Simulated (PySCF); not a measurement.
# Radial density of Ni⁺ (nickel, charge +1)

UHF, [Ar] 3d9, 2D determinant. Computed with PySCF 2.14 in Sapporo-DKH3-DZP-2012 (6s4p3d1f, 40 functions), with the spin-free X2C one-electron Hamiltonian (Gaussian nucleus).

```json
{"r (bohr)": "0.00110", "4πr²ρ (e/bohr)": "0.3276", "4πr²(ρα − ρβ)": "0.0000"}
{"r (bohr)": "0.00185", "4πr²ρ (e/bohr)": "0.8172", "4πr²(ρα − ρβ)": "0.0000"}
{"r (bohr)": "0.00312", "4πr²ρ (e/bohr)": "1.997", "4πr²(ρα − ρβ)": "0.0000"}
{"r (bohr)": "0.00524", "4πr²ρ (e/bohr)": "4.649", "4πr²(ρα − ρβ)": "0.0000"}
{"r (bohr)": "0.00882", "4πr²ρ (e/bohr)": "10.13", "4πr²(ρα − ρβ)": "0.0000"}
{"r (bohr)": "0.0148", "4πr²ρ (e/bohr)": "19.49", "4πr²(ρα − ρβ)": "0.0001"}
{"r (bohr)": "0.0250", "4πr²ρ (e/bohr)": "30.25", "4πr²(ρα − ρβ)": "0.0002"}
{"r (bohr)": "0.0420", "4πr²ρ (e/bohr)": "33.65", "4πr²(ρα − ρβ)": "0.0007"}
{"r (bohr)": "0.0706", "4πr²ρ (e/bohr)": "27.32", "4πr²(ρα − ρβ)": "0.0036"}
{"r (bohr)": "0.119", "4πr²ρ (e/bohr)": "31.92", "4πr²(ρα − ρβ)": "0.0220"}
{"r (bohr)": "0.200", "4πr²ρ (e/bohr)": "36.79", "4πr²(ρα − ρβ)": "0.1342"}
{"r (bohr)": "0.336", "4πr²ρ (e/bohr)": "17.86", "4πr²(ρα − ρβ)": "0.5388"}
{"r (bohr)": "0.565", "4πr²ρ (e/bohr)": "20.06", "4πr²(ρα − ρβ)": "1.0328"}
{"r (bohr)": "0.950", "4πr²ρ (e/bohr)": "13.73", "4πr²(ρα − ρβ)": "0.7820"}
{"r (bohr)": "1.60", "4πr²ρ (e/bohr)": "3.048", "4πr²(ρα − ρβ)": "0.2189"}
{"r (bohr)": "2.69", "4πr²ρ (e/bohr)": "0.3471", "4πr²(ρα − ρβ)": "0.0122"}
{"r (bohr)": "4.52", "4πr²ρ (e/bohr)": "0.01398", "4πr²(ρα − ρβ)": "0.0004"}
{"r (bohr)": "7.61", "4πr²ρ (e/bohr)": "2.509e-05", "4πr²(ρα − ρβ)": "0.0000"}
```

Densities and radii are taken from the X2C orbitals without a picture-change correction, which distorts them close to the nucleus.
